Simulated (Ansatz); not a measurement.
HO3S (SMILES O=S(=O)=[OH+]), charge +1, singlet, geometry from GFN2-xTB. Base run: Ansatz (an electronic-structure program) with PBE/3-21G.

Input for Ansatz:
Ansatz 0.2 input:
```yaml
crystal:
  periodic: [false, false, false]
  atoms:
    - {symbol: O, position_ang: [-0.61319824, 1.18992875, -0.52105989]}
    - {symbol: S, position_ang: [-0.12090200, -0.00478382, -0.00062349]}
    - {symbol: O, position_ang: [-0.79725414, -1.12276981, 0.46133612]}
    - {symbol: O, position_ang: [1.39317081, -0.12325721, 0.08327097]}
    - {symbol: H, position_ang: [2.07268455, 0.52532719, -0.17840183]}
basis:
  gaussian:
    orbitals: 3-21G.json
hamiltonian:
  xc: pbe
total_charge: 1
```
The basis file holds 3-21G in the JSON format of the Basis Set Exchange.

The bond that is stretched is that between atoms 3 and 2. A test that says stable can miss a lower solution.

Each row names what was changed in the base input (with any setting that the change needs).

```tsv
change	ΔE vs base (eV)	<S^2>	stability test says
base	0.00	0.000	minimum (restricted orbitals)
spin_polarized = on; lower_state_search = off	0.00	0.000	undecided (no full test)
spin_polarized = on; lower_state_search = standard	0.00	0.000	minimum
bond × 1.25	-0.67	0.000	minimum (restricted orbitals)
spin_polarized = on; lower_state_search = off; bond × 1.25	-0.67	0.000	undecided (no full test)
spin_polarized = on; lower_state_search = standard; bond × 1.25	-0.67	0.000	minimum
bond × 1.5	1.00	0.000	minimum (restricted orbitals)
spin_polarized = on; lower_state_search = off; bond × 1.5	1.00	0.000	undecided (no full test)
spin_polarized = on; lower_state_search = standard; bond × 1.5	0.52	0.785	minimum
bond × 1.8	2.38	0.000	minimum (restricted orbitals)
spin_polarized = on; lower_state_search = off; bond × 1.8	0.68	0.995	undecided (no full test)
spin_polarized = on; lower_state_search = standard; bond × 1.8	0.68	0.995	minimum
bond × 2.2	2.87	0.000	minimum (restricted orbitals)
spin_polarized = on; lower_state_search = off; bond × 2.2	0.68	1.035	undecided (no full test)
spin_polarized = on; lower_state_search = standard; bond × 2.2	0.68	1.035	minimum
bond × 3.0	3.03	0.000	minimum (restricted orbitals)
spin_polarized = on; lower_state_search = off; bond × 3.0	0.77	1.132	undecided (no full test)
spin_polarized = on; lower_state_search = standard; bond × 3.0	0.77	1.132	minimum
```

Where a bond breaks into two radicals, a solution with restricted orbitals usually stops being the lowest and lies too high; an unrestricted one lies lower at the price of spin contamination, which <S^2> shows.
